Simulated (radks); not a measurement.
All-electron atom: In IV in [Kr] 4d9.5 5p0.5 (fractional occupations, a model configuration). Calculated with a radial shooting solver on a logarithmic mesh with Libxc functionals: scalar-relativistic Kohn-Sham, PBE, spin-polarised, spherical densities, point nucleus; open shells are filled with parallel spins first (spin-orbit coupling, left out, can overturn this in heavy ions).

X-ray form factor f0, the Fourier transform of the density (f0(0) = 46):

sin(theta)/lambda (1/angstrom)  f0 (electrons)
0.05                                    45.493
0.1                                     44.071
0.15                                    41.975
0.2                                     39.480
0.25                                    36.819
0.3                                     34.165
0.4                                     29.329
0.5                                     25.456
0.6                                     22.551
0.8                                     18.714
1                                       16.026
1.25                                    13.078
1.5                                     10.499
2                                        7.098
